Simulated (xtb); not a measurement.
C9H11, doublet, geometry from GFN2-xTB, atoms displaced at random by about 0.05 Å a coordinate. Base run: GFN2-xTB in xtb 6.7.1.

xtb was given this input:
```
$ xtb mol.xyz --gfn 2 --uhf 1 --opt --json

# file mol.xyz
20

C      2.74004067    -1.06039824     0.12006147
C      1.25406166    -0.53403215    -0.02144372
C      0.14793124    -1.47478707     0.10057961
C     -1.15016860    -0.88328064    -0.02784558
C     -2.25830573    -1.94460686     0.06573385
C     -1.24598624     0.51487664    -0.08736157
C     -0.22781519     1.32201871     0.00310994
C     -0.41049006     2.84238842    -0.12900150
C      1.15094348     0.80068121     0.01381101
H      2.87578657    -1.74298840    -0.88030919
H      2.77789619    -1.86507546     0.93503484
H      3.51937284    -0.27456584     0.07683165
H     -3.13104710    -1.28975755     0.16390919
H     -2.33128934    -2.36089922    -0.98714820
H     -2.17730067    -2.61226434     0.74845072
H     -2.30725422     0.87267866    -0.08278338
H     -0.87252697     3.18135803     0.93117515
H     -1.04695200     3.12726749    -0.83312170
H      0.53855659     3.39683939    -0.16648742
H      1.98771694     1.55565657     0.09373975
```

The base run was repeated with changes; each row names its change, and settings that it needs were set with it.

```csv
change,ΔE vs base (kcal/mol),optimiser steps
base,0.000,8
opt level = sloppy,0.007,6
opt level = extreme,0.000,14
engine = inertial,0.023,-
opt level = lax,0.001,7
opt level = loose,0.007,6
alpb = benzene,-7.24,9
engine = lbfgs,0.000,-
opt level = vtight,0.000,10
opt level = tight,0.000,9
```
